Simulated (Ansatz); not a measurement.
```xyz
10

B    -0.277    0.553    1.141
C    -0.454    1.654    0.265
C    -0.085    0.569   -0.509
C     0.251   -0.284   -1.507
Si    0.338   -1.289   -0.064
H    -0.287    0.083    2.230
H    -0.692    2.682    0.058
H     0.339   -0.134   -2.568
H    -0.745   -2.219    0.336
H     1.614   -1.616    0.617
```

Charge 0, multiplicity 1. The bonds changed during the relaxation, so this is another structure than the one it started from.

(1) List the PBE0/def2-TZVPP orbital energies in eV (the Gaussian-basis code of Ansatz). (An estimate is asked.)

Results:

(1) Ansatz gave: Occupied: -1803.26, -280.09, -278.22, -277.96, -184.70, -145.55, -100.28, -100.16, -100.16, -23.97, -20.61, -15.79, -14.43, -13.59, -12.51, -11.24, -11.19, -9.52, -8.96, -8.30, -6.19. Lowest empty: -0.32, -0.11, 0.49, 0.85, 0.92, 1.80, 2.29, 2.62.
